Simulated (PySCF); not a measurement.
ScCl₃, SMILES [Cl][Sc]([Cl])[Cl]. Geometry: ωB97X-D3(BJ)/def2-SVP. The isomer is the one that the SMILES or the coordinates give; other isomers of the formula were not compared.

Task: Give the equilibrium geometry at ωB97X-D3(BJ)/def2-SVP (PySCF confirms it by a frequency run) as bond lengths and angles, and its point group. (An estimate is asked for; the answer gives what the named calculation found.)

Result: point group D3h.
Atoms: Sc1 Cl2 Cl3 Cl4. Bonded distances (Å): Sc1–Cl2 2.257, Sc1–Cl3 2.257, Sc1–Cl4 2.257. Bond angles (°): Cl2–Sc1–Cl3 120.0, Cl2–Sc1–Cl4 120.0, Cl3–Sc1–Cl4 120.0.
